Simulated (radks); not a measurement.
The numbers below are computed, except where a source is named.
Question: Species: Tl3+. Configuration: [Xe] 4f14 5d10. Code: a radial shooting solver on a logarithmic mesh with Libxc functionals. Model: non-relativistic Kohn-Sham, LDA (Slater exchange, VWN5 correlation), spin-polarised, spherical densities, point nucleus; relativity is left out, which matters for an element this heavy. Some entries of the table are withheld. Estimate them.

| orbital | occ. | eigenvalue (eV) | <r> (bohr) |
|---|---|---|---|
| 1s | 2 | -76970.04 | 0.01870 |
| 2s | 2 | -12951.93 | 0.07866 |
| 2p | 6 | -12470.37 | 0.06643 |
| 3s | 2 | -3089.684 | (1) |
| 3p | 6 | -2860.487 | 0.1885 |
| 3d | 10 | -2431.326 | 0.1644 |
| 4s | 2 | -693.6937 | 0.4343 |
| 4p | 6 | -593.7061 | (2) |
| 4d | 10 | -408.9841 | 0.4427 |
| 4f | 14 | -159.3671 | 0.4573 |
| 5s | 2 | -131.4217 | 0.9730 |
| 5p | 6 | (3) | 1.048 |
| 5d | 10 | -45.6674 | (4) |

Answer: 
(1) 3s <r> (bohr): 0.1981
(2) 4p <r> (bohr): 0.4373
(3) 5p eigenvalue (eV): -98.3952
(4) 5d <r> (bohr): 1.325
